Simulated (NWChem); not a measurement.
Molecule: CH2Cl2OSi; SMILES O=C[SiH](Cl)Cl

```xyz
7

O      0.1197    -2.7276     0.0000
C     -0.5093    -1.6894     0.0000
Si     0.4349    -0.0088     0.0000
Cl    -0.1060     1.0426     1.6975
Cl    -0.1060     1.0426    -1.6975
H     -1.6239    -1.6964     0.0000
H      1.8930    -0.2252     0.0000
```
Atoms are numbered in this order, from 1.

All runs: NWChem. Structure relaxed at the B3LYP/6-31G* (spherical d) level. Level: PBE0/aug-cc-pVDZ; rows give the wavelength of the field.

| field | isotropic polarisability (bohr³) | anisotropy (bohr³) |
|---|---|---|
| static | 68.7 | 14.4 |
| 1065 nm | 69.3 | 14.7 |
| 589 nm | [?] | [?] |

**Question.** Fill in the missing entries.

**Answer.** 
- 589 nm, isotropic polarisability (bohr³): 70.9
- 589 nm, anisotropy (bohr³): 15.2
